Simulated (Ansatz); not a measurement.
Reaction (formal exchange of groups at a C–Si bond): `BCC[SiH2]Cl` + `[ZnH2]` → `BC[CH2][ZnH]` + `[SiH3]Cl`

Gas-phase electronic energies from Ansatz, PBE0-D4/def2-TZVP geometries. CCSD(T)/CBS is the MP2 limit (def2-TZVPP, def2-QZVPP) plus CCSD(T) − MP2 in def2-TZVPP, frozen cores. This one scheme is used for every species. DFT in def2-TZVPP. B3LYP here is the variant with VWN-RPA as its local correlation; programs differ in this. For Zn outer-core shells are correlated without core-valence functions, which leaves a few kJ/mol of doubt a bond. Scalar relativity is left out up to krypton. One conformer a species, not always the lowest.

Problem. Is it downhill or uphill in electronic energy at CCSD(T)/CBS, and by how much? (Best estimate.)

Solution. The calculation gave: Uphill: ΔE = +26.3 kJ/mol.

Problem. What do these levels give: B2PLYP, PBE, B3LYP, HF/def2-QZVPP, SCS-MP2/def2-QZVPP, CCSD/CBS(def2)? (An estimate is asked.)

Solution. The calculation gave: B2PLYP 25.3, PBE 23.5, B3LYP 24.7, HF/def2-QZVPP 35.8, SCS-MP2/def2-QZVPP 25.0, CCSD/CBS(def2) 27.6 kJ/mol.

Largest T1 diagnostic among the species: 0.016.

The D4 term adds +5.9 kJ/mol with B3LYP and +3.6 kJ/mol with PBE0; it sums over pairs of atoms, weighted by their polarisabilities, and B3LYP, whose exchange is more repulsive, gets the larger term. In def2-TZVPP, CCSD(T) changes the Hartree–Fock value by −9.7 kJ/mol (the triples alone add −1.3 kJ/mol) and MP2 by −12.0 kJ/mol.
